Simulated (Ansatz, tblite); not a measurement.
Removing and adding an electron: Si(CF3)H3 (CH3F3Si). The state is a singlet with charge 0. Geometry: r2SCAN-D4/def2-SVP. Ansatz, gas phase; energy differences of separate SCF runs; the oxidised species was run as a doublet alone; the reduced species was run as a doublet alone.

Cartesian coordinates in Å:
```
Si 0.7392 0.5770 0.2983
C -0.7105 -0.5546 -0.2867
F -0.5835 -1.8138 0.1838
F -0.7682 -0.6377 -1.6332
F -1.9072 -0.0922 0.1343
H 0.5135 1.9297 -0.2766
H 2.0055 -0.0189 -0.2046
H 0.7113 0.6106 1.7848
```

The xTB rows come from tblite. HOMO above LUMO, or a gap near zero within one spin, warns that the state may not be the lowest or that an electron is smeared out.

```
              level  −HOMO (eV)  vertical IE (eV)  −LUMO (eV)  vertical EA (eV)  HOMO–LUMO gap (eV)  IE − EA (eV)                                     remarks
   PBE-D4/def2-TZVP        8.08             11.56        0.72                 –                7.36             –  gap within one spin near zero (+1 doublet)
  PBE-D4/def2-TZVPD        8.15                 –        0.87             -0.89                7.27             –                HOMO above zero (-1 doublet)
r2SCAN-D4/def2-TZVP        8.44             11.78        0.31                 –                8.12             –                                           –
  PBE0-D4/def2-TZVP        9.66             12.03       -0.09                 –                9.75             –                                           –
```

Question: Estimate the rows for GFN1-xTB, GFN2-xTB, r2SCAN-D4/def2-TZVPD, PBE0-D4/def2-TZVPD.

Answer: 
| level | −HOMO (eV) | vertical IE (eV) | −LUMO (eV) | vertical EA (eV) | HOMO–LUMO gap (eV) | IE − EA (eV) | remarks |
| --- | --- | --- | --- | --- | --- | --- | --- |
| GFN1-xTB | 12.85 | 16.15 | 6.48 | – | 6.36 | – | – |
| GFN2-xTB | 12.12 | 15.50 | 6.32 | 2.56 | 5.80 | 12.94 | – |
| r2SCAN-D4/def2-TZVPD | 8.48 | – | 0.41 | -1.08 | 8.07 | – | HOMO above zero (-1 doublet) |
| PBE0-D4/def2-TZVPD | 9.71 | – | 0.11 | -0.99 | 9.60 | – | HOMO above zero (-1 doublet) |

   A HOMO above zero means that the electron is unbound at that level or that self-interaction error raises the level; the energy of removing that electron tells which. Raw xTB energy differences between charge states are shifted by several eV; the methods need an empirical correction for them. A negative affinity means that the extra electron isn't bound; its size then hangs on the basis.
